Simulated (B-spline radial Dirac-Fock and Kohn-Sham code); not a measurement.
# Compton profile of S

System: atomic sulfur, [Ne] 3s1 3p5 (not the ground configuration).

Calculated with a radial finite-basis atomic code, using the impulse approximation on relativistic Hartree-Fock (Dirac-Fock) wave functions, averaged over the configuration. pz is in atomic units of momentum; subshell profiles are per electron, for a selection of subshells; open shells are spread over both j values by their weights.

```
 pz    J total   J 1s1/2   J 2s1/2   J 3s1/2   J 3p3/2
  0      4.817    0.0551     0.230     0.772     0.549
0.1      4.796    0.0550     0.230     0.753     0.549
0.2      4.719    0.0550     0.228     0.699     0.545
0.3      4.564    0.0550     0.226     0.618     0.531
0.4      4.318    0.0549     0.222     0.522     0.502
0.5      3.989    0.0549     0.218     0.422     0.458
0.6      3.609    0.0548     0.213     0.328     0.403
0.8      2.835    0.0546     0.201     0.179     0.283
  1      2.195    0.0543     0.187    0.0898     0.180
1.2      1.744    0.0540     0.170    0.0460     0.107
1.4      1.448    0.0537     0.154    0.0288    0.0603
1.6      1.256    0.0532     0.136    0.0241    0.0332
1.8      1.125    0.0528     0.120    0.0235    0.0182
  2      1.028    0.0523     0.103    0.0233    0.0105
2.5     0.8476    0.0508    0.0684    0.0194   0.00477
  3     0.6979    0.0491    0.0425    0.0129   0.00439
  4     0.4573    0.0450    0.0147   0.00396   0.00376
  5     0.2981    0.0405   0.00584   0.00105   0.00246
  7     0.1410    0.0311   0.00388  0.000354  0.000844
 10    0.05985    0.0191   0.00306  0.000293  0.000175
 15    0.01914   0.00756   0.00111  0.000106  1.86e-05
 20   0.006992   0.00297  0.000369  3.46e-05  2.98e-06
 30   0.001239  0.000553  5.58e-05  5.10e-06    < 1e-6
 40  0.0003036  0.000138  1.26e-05  1.14e-06    < 1e-6
 60  3.580e-05  1.64e-05  1.37e-06    < 1e-6    < 1e-6
```

J(0) = 4.817. The 3p3/2 subshell gives the largest part, 38 %.

Mean momentum ⟨p⟩ by subshell (a.u.): 1s1/2 13.3, 2s1/2 3.95, 2p1/2 5.27, 2p3/2 5.25, 3s1/2 1.27, 3p1/2 1.33, 3p3/2 1.32.
